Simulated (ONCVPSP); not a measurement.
**carbon (C): one change to an ONCV potential, before and after**

- Element: carbon
- Generator: ONCVPSP 4.0.1
- Type: optimised norm-conserving Vanderbilt (ONCV)
- Functional: PBE
- Relativity: scalar-relativistic
- Frozen core: [He]
- Valence charge: 4
- Reference configuration: 2s2 2p1 (charge +1)
- Partial waves: 2s: rc 0.85 bohr, ncon 4, nbas 7, qcut 8.6 1/bohr, local; 2p: rc 2.75 bohr, ncon 4, nbas 7, qcut 5.9 1/bohr, 1 projector; d scattering state at 0.08 Ha: rc 2.95 bohr, ncon 4, nbas 9, qcut 3.7 1/bohr, 2 projectors, debl 1 Ha
- Local potential: the s channel
- Core correction: Teter function, fcfact 4.25, rcfact 1.5

All-electron outer shells of the reference configuration (PBE, scalar-relativistic, ld1.x):

| shell | level (eV) | outermost node (bohr) | outermost maximum (bohr) |
| --- | --- | --- | --- |
| 1s | -288.39 | – | 0.17 |
| 2s | -25.76 | 0.38 | 1.17 |
| 2p | -17.00 | – | 1.11 |

Change: all radii but the core radius scaled by about 1.22 (s 1.04, p 3.34, d 3.60 bohr). In the d channel the program set the typed energies aside and used 0.050, 1.050 Ha.

Cutoffs: the cutoffs (Ha) at which the residual kinetic energy of the hardest occupied pseudo-wave falls to 1 and 0.1 mHa per electron; they do not see the model core or the augmentation charge, which bear on the density cutoff. Errors are all-electron minus pseudo energies relative to the spin-unpolarised reference configuration.

**Question.** Predict the effect on cutoff, ghosts and configuration errors.

**Answer.** The potential gets softer (34 Ha and 154 Ha → 23 Ha and 29 Ha); of the 4 tests that both files solve, the error grows in 4 and shrinks in 0 by more than 15 % and 0.3 meV (median size 213.6 → 357.7 meV); neither file shows a bound ghost. A larger radius leaves more room for a smooth pseudo-wave, so fewer plane waves are needed. More of the atom is replaced by a form fitted at one configuration, so other configurations suffer.

| quantity | base | changed |
| --- | --- | --- |
| cutoff, loose | 34 Ha | 23 Ha |
| cutoff, tight | 154 Ha | 29 Ha |
| loose cutoff by channel | s 34 Ha, p 10 Ha | s 23 Ha, p 8.2 Ha |
| bound ghosts | none | none |
| GHOST(+) flags under 300 eV | none | none |
| error for 2s2 2p2, meV [ΔE -10.86 eV] | +87 | +168 |
| error for 2s2 2p0, meV [ΔE 24.16 eV] | +340 | +547 |
| error for 2s1 2p0, meV [ΔE 72.35 eV] | +871 | +1347 |
| error for 2s1 2p2, meV [ΔE 8.75 eV] | -9.2 | -25 |
| rms error of d²Exc/dni dnj with the model core, mHa | 2.53 | 1.77 |
